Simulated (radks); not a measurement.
Q: Calculated with a radial shooting solver on a logarithmic mesh with Libxc functionals: scalar-relativistic Kohn-Sham, LB94 model potential, spin-unpolarised, spherical densities, finite nucleus; Fermi nuclear charge, rms radius of each element as measured or else 0.836 A^(1/3) + 0.57 fm. Response by self-consistent Sternheimer equations with the Hartree and adiabatic LDA kernel, the relativistic mass of each level held fixed and spin-orbit coupling left out. For heavy and open-shell atoms this level of theory can miss by tens of per cent. Rank Ti3+, Sc2+, Co8+, Mn6+, V4+, Cr5+, Ca+, K, Fe7+ (NIST ground configurations) by static dipole polarisability, largest first.

A: K 147.6, Ca+ 49.93, Sc2+ 4.276, Ti3+ 2.263, V4+ 1.451, Cr5+ 1.016, Mn6+ 0.7490, Fe7+ 0.5720, Co8+ 0.4483 bohr^3.
